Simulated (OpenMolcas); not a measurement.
# Se I: effect of the active space

```yaml
Program: OpenMolcas 26.06
Method: CASSCF or its RAS form
Basis: ANO-RCC-VTZP
Scalar_Hamiltonian: DKH2, point nucleus
Spin-orbit_coupling: RASSI with atomic mean-field integrals over the reference wave functions, term energies averaged over their components
```

A. 4 electrons in 3 orbitals (4p); 2S+1 = 3 even, 3 roots; 2S+1 = 1 even, 6 roots; cost of the order of 2.7 core-seconds
B. 6 electrons in 4 orbitals (4s 4p); 2S+1 = 3 even, 3 roots; 2S+1 = 1 even, 6 roots; cost about 8 core-seconds
C. 6 electrons in 8 orbitals (4s 4p 5s 5p); 2S+1 = 3 even, 3 roots; 2S+1 = 1 even, 6 roots; cost of the order of 23 core-seconds
D. 6 electrons in 9 orbitals (RAS2 4s 4p; RAS3 4d, at most 2 electrons); 2S+1 = 3 even, 3 roots; 2S+1 = 1 even, 6 roots; 2S+1 = 3 odd, 3 roots; cost of the order of 23 core-seconds

Energies in cm-1 above 4s2 4p4 3P2, the measured ground level; measured values from NIST Handbook of Basic Atomic Spectroscopic Data.

```
      Level      A      B      C      D  Measured
4s2 4p4 3P2    0.0    0.0    0.0    0.0       0.0
4s2 4p4 3P1   1809   1810   1744   1788      1989
4s2 4p4 3P0   2429   2366   2253   2368      2534
4s2 4p4 1D2  11803  11801  11529  11198      9576
4s2 4p4 1S0  27840  21828  20910  23923     22446
```

Deviations, from unrounded energies. A percentage is the sum of absolute deviations over the sum of measured energies, with the sign that they share, or ± where signs differ.

```
                        Against measurement  Levels      A     B      C     D
             mean absolute deviation (cm-1)       4   2000   800   1000   870
      fine structure of the ground term (%)       2   -6.3  -7.7  -11.6  -8.1
other terms of the ground configuration (%)       2  +23.8  ±8.9  ±10.9  +9.7
```

B lies closest to measurement on these levels and A furthest from it. The largest miss of B in the table is 4s2 4p4 1D2, by +2200 cm-1. The ranking rests on the paired levels alone, and a cruder setting can come out closer through cancelling errors.

Among A to D the level of the table that moves most is 4s2 4p4 1S0, by 6900 cm-1 (lowest in C, highest in A).

Without dynamic correlation excited terms often stand tens of per cent too high (terms of higher spin than the ground term too low), and those without a measured partner can miss by more than the paired ones. With the s shell closed, the reference lacks s² → p² mixing (holds for A). Active for correlation alone: 5p 5s; no level in the range computed is led by a configuration that fills them, so any true level of that kind is missing (holds for C). Active for correlation alone: 4d; no level in the range computed is led by a configuration that fills it, so any true level of that kind is missing (holds for D). Measured partners are found by configuration, term and J. A level has none where our copy of the source lacks it or the pairing is in doubt (some pairs that miss far off the trend of their configuration count as doubtful), and it then counts in no deviation. Only configurations of the active space appear. The table leaves out levels that lie high or whose names do not pair safely across all columns.
